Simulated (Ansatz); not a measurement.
Species: sum formula SnOF2, net charge 0, singlet state. 
Coordinates optimised at B3LYP-D3(BJ)/def2-TZVP (Ansatz, a program for electronic structure):
```
Sn
O 1 1.8251
F 1 1.9083 2 131.13
F 1 1.9083 2 131.13 3 -180.00
```
Charge 0, spin multiplicity 1.

Dipole moments at this geometry, in debye (magnitudes).

```tsv
level	program	dipole (D)
SVWN5/def2-TZVPD	Ansatz	0.77
HSE06/def2-TZVPD	Ansatz	?
CAM-B3LYP/def2-TZVPD	Ansatz	0.93
wB97M-V/def2-TZVPD	Ansatz	1.01
wB97X-V/def2-TZVPD	Ansatz	1.06
CCSD(T)/def2-SVPD	Ansatz	?
```

Question: Fill in the missing entries.

Answer: 
- HSE06/def2-TZVPD, dipole (D): 0.90
- CCSD(T)/def2-SVPD, dipole (D): 0.87
